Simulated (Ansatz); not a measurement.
`C=[N][SbH2]` and `C=[N][GeH3]` differ in one atom or group.

Ansatz, PBE0-D4/def2-TZVP geometries, multiplicity 1. 

Elements past krypton have def2 core potentials. Scalar relativity is left out up to krypton.

| property | `C=[N][SbH2]` |
| --- | --- |
| LUMO energy (B3LYP/def2-TZVPP) / eV | -1.10 |
| ideal-gas entropy at 298 K and 1 bar (rigid rotor, harmonic PBE0-D4/def2-TZVP) / J/(mol·K) | 300 |
| size of the dipole moment (ωB97M-V/def2-TZVPP) / D | 1.37 |
| LUMO energy (ωB97M-V/def2-TZVPP) / eV | 0.93 |
| size of the dipole moment (B3LYP/def2-TZVPP) / D | 1.31 |
| HOMO energy (PBE/def2-TZVPP) / eV | -5.69 |

(1) What does the change do to each property? (Best estimate.)

Answers

(1) Computed: 
```json
{"property": "LUMO energy (B3LYP/def2-TZVPP) / eV", "`C=[N][GeH3]`": "-0.94", "shift": "0.16"}
{"property": "ideal-gas entropy at 298 K and 1 bar (rigid rotor, harmonic PBE0-D4/def2-TZVP) / J/(mol·K)", "`C=[N][GeH3]`": "295", "shift": "-5"}
{"property": "size of the dipole moment (ωB97M-V/def2-TZVPP) / D", "`C=[N][GeH3]`": "1.43", "shift": "0.06"}
{"property": "LUMO energy (ωB97M-V/def2-TZVPP) / eV", "`C=[N][GeH3]`": "1.58", "shift": "0.65"}
{"property": "size of the dipole moment (B3LYP/def2-TZVPP) / D", "`C=[N][GeH3]`": "1.38", "shift": "0.07"}
{"property": "HOMO energy (PBE/def2-TZVPP) / eV", "`C=[N][GeH3]`": "-5.74", "shift": "-0.05"}
```

With PBE0 the HOMO falls by 0.16 eV and the LUMO rises by 0.18 eV, so the gap widens by about 0.34 eV. PBE moves the HOMO by -0.05 eV and ωB97M-V by -0.27 eV. The zero-point energy changes by 26.4 kJ/mol with +3 modes. Dipoles are sizes alone; their direction can turn.

B3LYP here is the variant with VWN-RPA as its local correlation; programs differ in this.

Spin–orbit coupling is left out; it splits and shifts lone-pair levels of the heavy atoms by tenths of an eV.
